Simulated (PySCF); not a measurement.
# Dipole response of Cu⁻ (copper, charge -1)

[Ar] 3d10 4s2, closed-shell 1S. All numbers are calculated (PySCF 2.14, a scalar-relativistic core potential, in aug-cc-pwCVTZ-PP with ECP10MDF (8s8p7d4f3g, 122 functions)). Coupled (time-dependent) response in atomic units; α is the mean over directions.

```csv
method,mean α (bohr³),C₆ (like pair),S(−4)
MN15,341.3,5962,85580
```

S(−4) is the Cauchy moment in α(ω) = α(0) + S(−4) ω² + …

α(iu) at MN15:

```tsv
u (hartree)	α(iu) (bohr³)
0	341.3
0.0500	214.3
0.100	110.1
0.200	44.11
0.300	24.22
0.500	11.16
0.750	6.217
1.00	4.227
1.50	2.512
2.00	1.726
3.00	0.9854
5.00	0.4600
```

For an ion, C₆ is the dispersion term alone; charge-induced terms of lower order in 1/R come first.

Energies and moments cover only the electrons outside the core potential.
